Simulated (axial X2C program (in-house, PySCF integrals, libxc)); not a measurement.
# CoSe⁺ along the bond: PBE0, 2c

Computed with an axial X2C code built on PySCF integrals. Two-component (2c) means X2C with spin–orbit coupling and atomic mean-field two-electron Coulomb and Gaunt terms. Basis: Se dyall-cv3z [8s9p6d4f1g], Co dyall-cv3z [9s10p6d3f2g] (cores contracted in-house); Gaussian nuclei, density fitting, unrestricted open shells. Masses: Se 79.917 u, Co 58.933 u.

State: Ω = 4 (⟨Sz⟩ = 2.00, ⟨Lz⟩ = 2.00 at PBE0). Dipoles are positive if Co is the positive end and refer to the centre of mass.

Results along the bond:

```csv
R (Å),μ (D),HOMO (eV),LUMO (eV)
1.891,4.286,-13.78,-9.88
1.978,4.427,-13.77,-9.91
2.044,4.496,-13.77,-9.92
2.109,4.541,-13.77,-9.92
2.174,4.567,-13.69,-9.91
2.250,4.580,-13.43,-9.90
2.326,4.579,-13.19,-9.88
2.424,4.567,-12.91,-9.85
2.544,4.547,-12.63,-9.80
2.717,4.542,-12.32,-9.71
```

One determinant describes the state; a PBE0 search over occupations chose it and may have missed a lower one. Density functionals use the spin component along the axis (collinear). PBE0 can misorder states that lie within some tenths of an eV, so this need not be the ground state of the molecule. The nearest other 2c determinant of the search, Ω = 3, lies 0.53 eV up at the distance of the search. The functionals have no current-density term, which raises determinants with orbital currents, atoms included. With several unpaired electrons one determinant need not be a pure state. Open-shell Ω = 0 determinants with evenly filled partner blocks cannot be reached by this program, so the Ω shown need not be the lowest component.
